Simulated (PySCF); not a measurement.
Bond length, frequency and bond energy of GaSb by level of theory

State: ³Σ⁻ (triplet), unpaired electrons π ↑↑. Set-up: PySCF, scalar-relativistic core potentials, basis sets Ga def2-SVP, Sb def2-SVP with ECP28. De refers to Ga + Sb in their high-spin ground configurations, without counterpoise correction. The functionals are run spin-unrestricted. A positive dipole means Ga(−)Sb(+).

| Level | Re (Å) | ωe (cm⁻¹) | De (eV) | μ (D) | CPU s a point (SCF and correlation, without the integrals) |
| --- | --- | --- | --- | --- | --- |
| UHF | 2.809 | 171 | 0.67 | -1.72 | 0.3 |
| UHF-MP2 | 2.767 | 182 | 1.31 | n/a | 0.59 |
| UHF-SCS-MP2 | 2.786 | 178 | 1.26 | n/a | n/a |
| PBE | 2.794 | 174 | 1.95 | -1.05 | 1.2 |
| TPSS | 2.785 | 175 | 1.90 | -1.10 | 1.8 |
| r²SCAN | 2.764 | 180 | 1.81 | -1.06 | 1.8 |
| M06-L | 2.802 | 171 | 2.06 | -1.09 | 1.7 |
| PBE0 | 2.768 | 181 | 1.80 | -1.21 | 2 |
| M06 | 2.795 | 175 | 2.10 | -1.40 | 1.9 |
| HSE06 | 2.772 | 180 | 1.87 | -1.20 | 2 |

(1) What does a quarter of exact exchange do here, going from PBE to PBE0?

(2) What does the step from GGA to meta-GGA do here, going from PBE to r²SCAN?

Correlated steps freeze 13 core orbitals. Correlated levels converge slowly with the basis: in double zeta they bind strong bonds too weakly, by up to about 1 eV, and carry superposition errors of some tenths. These are scalar-relativistic numbers at best; spin–orbit coupling would shift them, the dissociation energy most. The state was picked by a PBE0 search and need not be the measured ground state.

The whole job (state search and all levels along the bond) took about 4.5 min on 1 thread of Arm Neoverse N1 (shared host), peak memory 0.87 GiB.

Answers

(1) PBE0 less PBE: -2.6 pm in Re, +4.0 % in ωe, -0.15 eV in De. Exact exchange removes part of the self-interaction that spreads semilocal densities, and in most molecules shortens and stiffens the bond and lowers De; so it does here.

(2) r²SCAN less PBE: -3.0 pm in Re, +3.4 % in ωe, -0.14 eV in De.
